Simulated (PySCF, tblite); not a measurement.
Isomers of C5H14FNSi2. Computed with GFN2-xTB (tblite): harmonic, unscaled wavenumbers at the GFN2-xTB geometry, gas phase. The method is semi-empirical: single wavenumbers can be off by several per cent or more. Modes of hydrogen on silicon can be 10 to 20 % off. One conformer each.

Electronic energies: PBE0/pcSseg-1 single points on the GFN2-xTB geometries (PySCF, gas phase).

```
                         SMILES  electronic energy, lowest = 0 (kJ/mol)
        F[SiH2]N(CC[SiH3])C1CC1                                    20.4
 F[SiH2]N[C@@H]1CC[C@H]1C[SiH3]                                     0.0
N[SiH2][SiH2][C@@H]1CCC[C@@H]1F                                    52.4
      C=C(C)[Si@@H](F)[SiH2]CCN                                    25.6
   CN[C@H]([SiH3])[SiH2]/C=C\CF                                   265.7
     CC[Si@@H](N[SiH3])C1(F)CC1                                    78.9
```

Problem. How do GFN2-xTB zero-point energies change the relative energies?

Solution. 
```tsv
SMILES	ZPE (kJ/mol)	of it from modes above 1550 cm⁻¹	electronic (kJ/mol)	with ZPE, lowest = 0 (kJ/mol)	lowest mode (cm⁻¹)	rings
F[SiH2]N[C@@H]1CC[C@H]1C[SiH3]	463.4	230.6	0.0	0.0	33	1
F[SiH2]N(CC[SiH3])C1CC1	461.9	231.2	20.4	18.8	20	1
C=C(C)[Si@@H](F)[SiH2]CCN	468.7	261.0	25.6	30.8	14i	0
N[SiH2][SiH2][C@@H]1CCC[C@@H]1F	470.6	236.3	52.4	59.5	5	1
CC[Si@@H](N[SiH3])C1(F)CC1	462.6	238.0	78.9	78.1	26	1
CN[C@H]([SiH3])[SiH2]/C=C\CF	452.5	239.0	265.7	254.8	16	0
```

The zero-point energies span 18.1 kJ/mol, from `CN[C@H]([SiH3])[SiH2]/C=C\CF` to `N[SiH2][SiH2][C@@H]1CCC[C@@H]1F`. Slightly imaginary modes are left out of the zero-point energy: `C=C(C)[Si@@H](F)[SiH2]CCN` 14.4i cm⁻¹. The order is unchanged.

Problem. And how do the electronic energies of GFN2-xTB itself compare?

Solution. `F[SiH2]N[C@@H]1CC[C@H]1C[SiH3]` 0.0; `F[SiH2]N(CC[SiH3])C1CC1` 40.5; `C=C(C)[Si@@H](F)[SiH2]CCN` 227.4; `N[SiH2][SiH2][C@@H]1CCC[C@@H]1F` 173.0; `CC[Si@@H](N[SiH3])C1(F)CC1` 184.7; `CN[C@H]([SiH3])[SiH2]/C=C\CF` 391.7 kJ/mol, lowest = 0. Against the energies above, taken from the same isomer `F[SiH2]N[C@@H]1CC[C@H]1C[SiH3]`, the largest difference is 201.8 kJ/mol.
